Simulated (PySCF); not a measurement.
Exercise with solution: oscillator strength and radiative lifetime

In(Cl)(OH)(OMe) (CH4ClInO2), SMILES [Cl][In]([OH])[O]C.

Coordinates come from a B3LYP-D3(BJ)/def2-SVP optimisation. The def2 effective core potentials stand for the cores of In; spin–orbit coupling is left out. The values are those of a single conformer.

TDA-PBE/def2-SVPD run with PySCF 2.14.0 puts the first singlet state with f over 0.02 at 4.11 eV (vertical), with the transition dipole (-0.565, -0.594, 0.000) in atomic units.

Task: Find the oscillator strength, the wavelength and the radiative lifetime that this transition would have in vacuum if emission retraced absorption.

Result: 
|μ|² = 0.6721 au, so |μ| = 2.08 D. ΔE = 4.11/27.211 = 0.1510 hartree. f = (2/3) ΔE |μ|² = 0.068 (the program prints 0.068).
λ = 1239.84/4.11 = 302 nm; ν = 33149 cm⁻¹.
Einstein's coefficient A = 0.6670 ν² f s⁻¹ (ν in cm⁻¹) = 5.0e7 s⁻¹, so τ = 1/A = 20 ns. This state is S2; the lower singlet has f = 0.001. The figure is the radiative limit of this one transition; relaxation, internal conversion, crossing to triplets and a medium change what is measured.
